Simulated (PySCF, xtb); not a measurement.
Si(H)2(Me)2 (C2H8Si), SMILES [SiH2](C)C.

GFN2-xTB (xtb) at its own geometry gives an orbital gap of 6.47 eV and a dipole moment of 0.45 D.

Coordinates come from a r2SCAN-D4/def2-SVP optimisation. The isomer is the one that the SMILES or the coordinates give; other isomers of the formula were not compared.

### Question
What does PBE0/def2-TZVPD in PySCF give? (An estimate is asked for; the answer gives what the named calculation found.)

### Answer
gap 9.13 eV (levels -8.82 and 0.31 eV), dipole 0.79 D.
